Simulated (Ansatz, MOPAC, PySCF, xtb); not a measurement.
Torsion H3–N1–Pb2–H5 in H3NPb (SMILES [NH2][PbH]); at each angle all else is relaxed with GFN2-xTB, and the levels are single points there.
Geometry at 180° (charge 0, multiplicity 1):
```xyz
5

N     -0.7182    -0.0233    -0.0876
Pb     1.0617    -1.1504    -0.3806
H     -1.5245    -0.3137     0.4423
H     -0.9118     0.8945    -0.4500
H      1.8797     0.1396    -1.4120
```

```json
[
 {"level": "GFN-FF", "energy at 90° less that at 180° (meV)": "187.7", "cost": "-"},
 {"level": "AM1", "energy at 90° less that at 180° (meV)": "749.0", "cost": "-"},
 {"level": "PM3", "energy at 90° less that at 180° (meV)": "537.7", "cost": "-"},
 {"level": "PM6", "energy at 90° less that at 180° (meV)": "604.9", "cost": "-"},
 {"level": "PM7", "energy at 90° less that at 180° (meV)": "217.3", "cost": "-"},
 {"level": "GFN1-xTB", "energy at 90° less that at 180° (meV)": "378.7", "cost": "-"},
 {"level": "GFN2-xTB", "energy at 90° less that at 180° (meV)": "523.0", "cost": "-"},
 {"level": "HF/def2-TZVPP", "energy at 90° less that at 180° (meV)": "453.7", "cost": "-"},
 {"level": "HF/def2-QZVPP", "energy at 90° less that at 180° (meV)": "445.5", "cost": "-"},
 {"level": "SVWN5/def2-TZVPP", "energy at 90° less that at 180° (meV)": "535.7", "cost": "×0.7"},
 {"level": "PBE/def2-TZVPP", "energy at 90° less that at 180° (meV)": "477.0", "cost": "×1"},
 {"level": "PBE-D3(BJ)/def2-TZVPP", "energy at 90° less that at 180° (meV)": "477.8", "cost": "×1"},
 {"level": "PBE-D4/def2-TZVPP", "energy at 90° less that at 180° (meV)": "478.1", "cost": "×1"},
 {"level": "BLYP/def2-TZVPP", "energy at 90° less that at 180° (meV)": "466.4", "cost": "×0.9"},
 {"level": "BLYP-D3(BJ)/def2-TZVPP", "energy at 90° less that at 180° (meV)": "468.1", "cost": "×0.9"},
 {"level": "BLYP-D4/def2-TZVPP", "energy at 90° less that at 180° (meV)": "469.3", "cost": "×0.9"},
 {"level": "r2SCAN/def2-TZVPP", "energy at 90° less that at 180° (meV)": "495.4", "cost": "×2"},
 {"level": "r2SCAN-D3(BJ)/def2-TZVPP", "energy at 90° less that at 180° (meV)": "495.6", "cost": "×2"},
 {"level": "r2SCAN-D4/def2-TZVPP", "energy at 90° less that at 180° (meV)": "495.6", "cost": "×2"},
 {"level": "B3LYP/LANL2DZ", "energy at 90° less that at 180° (meV)": "707.8", "cost": "-"},
 {"level": "B3LYP/def2-TZVPP", "energy at 90° less that at 180° (meV)": "477.0", "cost": "×1"},
 {"level": "B3LYP-D3(BJ)/def2-TZVPP", "energy at 90° less that at 180° (meV)": "478.4", "cost": "×1"},
 {"level": "B3LYP-D4/def2-TZVPP", "energy at 90° less that at 180° (meV)": "479.0", "cost": "×1"},
 {"level": "PBE0/def2-TZVPP", "energy at 90° less that at 180° (meV)": "482.3", "cost": "×1"},
 {"level": "PBE0-D3(BJ)/def2-TZVPP", "energy at 90° less that at 180° (meV)": "482.9", "cost": "×1"},
 {"level": "PBE0-D4/def2-TZVPP", "energy at 90° less that at 180° (meV)": "483.2", "cost": "×1"},
 {"level": "M06-2X/def2-TZVPP", "energy at 90° less that at 180° (meV)": "461.3", "cost": "-"},
 {"level": "wB97X-V/def2-TZVPP", "energy at 90° less that at 180° (meV)": "485.1", "cost": "×3"},
 {"level": "wB97M-V/def2-TZVPP", "energy at 90° less that at 180° (meV)": "482.3", "cost": "×4"},
 {"level": "MP2/def2-SVP", "energy at 90° less that at 180° (meV)": "523.8", "cost": "-"},
 {"level": "MP2/def2-TZVPP", "energy at 90° less that at 180° (meV)": "476.3", "cost": "-"},
 {"level": "MP2/def2-QZVPP", "energy at 90° less that at 180° (meV)": "465.7", "cost": "×6"},
 {"level": "MP2/CBS(def2-TZVPP, def2-QZVPP)", "energy at 90° less that at 180° (meV)": "463.9", "cost": "-"},
 {"level": "SCS-MP2/def2-SVP", "energy at 90° less that at 180° (meV)": "507.4", "cost": "-"},
 {"level": "SCS-MP2/def2-TZVPP", "energy at 90° less that at 180° (meV)": "463.2", "cost": "-"},
 {"level": "CCSD/def2-SVP", "energy at 90° less that at 180° (meV)": "485.6", "cost": "-"},
 {"level": "CCSD/def2-TZVPP", "energy at 90° less that at 180° (meV)": "446.4", "cost": "-"},
 {"level": "CCSD(T)/def2-SVP", "energy at 90° less that at 180° (meV)": "501.1", "cost": "×1"},
 {"level": "CCSD(T)/def2-TZVPP", "energy at 90° less that at 180° (meV)": "454.9", "cost": "×7"},
 {"level": "MP2/CBS(def2-TZVPP, def2-QZVPP) + ΔCCSD(T)/def2-TZVPP", "energy at 90° less that at 180° (meV)": "442.6", "cost": "×10"}
]
```

The rows run from 187.7 (GFN-FF) to 749.0 meV (AM1). From def2-SVP to def2-QZVPP MP2 changes by -58.1. The dispersion term adds 0.8 in PBE-D3(BJ), 1.2 in PBE-D4, 1.7 in BLYP-D3(BJ). The 9 functionals in def2-TZVPP without D3 or D4 span 74.4, from M06-2X to SVWN5.

On the grid 0° to 330°, 90° is the highest and 180° the lowest point at MP2/CBS(def2-TZVPP, def2-QZVPP) + ΔCCSD(T)/def2-TZVPP.

Correlated levels freeze the cores. Filled d and f shells under p-block atoms count as core. CBS: X⁻³ extrapolation of the correlation energy, Hartree–Fock from the larger set. Rows in LANL2DZ carry no dispersion term and start afresh at each structure. LANL2DZ brings its own core potentials from Na on. The state that AM1, PM3, PM6, PM7 reach isn't checked; PM7 holds dispersion and hydrogen-bond terms.

Programs: Ansatz (an electronic-structure program) with Gaussian orbitals; MOPAC for AM1, PM3, PM6, PM7 (differences of heats of formation); PySCF for LANL2DZ rows, M06-2X, the dispersion terms; xtb for the GFN methods. Values without a source in brackets are computed. In def2 rows elements past Kr take small-core potentials, without spin–orbit coupling.

Costs are rough ratios of core time to PBE/def2-TZVPP (about 3 s over the structures, on one shared machine); a dash marks a level with no comparable run of its own.
